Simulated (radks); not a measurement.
Exchange energies: the exact (Fock) value of the Kohn-Sham orbitals and density-functional approximations, as 100 (|E| - |E exact|)/|E exact|, negative where the magnitude is too small. Species: N4+ [He] 2s1; Rh4+ [Kr] 4d5. All-electron calculation, non-relativistic Kohn-Sham, r2SCAN, spin-polarised, spherical densities, point nucleus; meta-GGA in the generalised Kohn-Sham scheme. Program: a radial shooting solver on a logarithmic mesh with Libxc functionals. Every spin shell is full or empty, so the densities are truly spherical. Functionals are evaluated on that one density, not self-consistently.

functional,N4+,Rh4+
exact (hartree),-4.67165,-132.667
LDA,-13.32,-5.17
PW91,-1.03,-0.08
OPTX,-0.19,+1.07
WC,-3.36,-0.97
SOGGA,-5.81,-2.44
B86b,-0.45,-0.06
EV93,+4.29,-0.25
TPSS,+0.34,-0.29
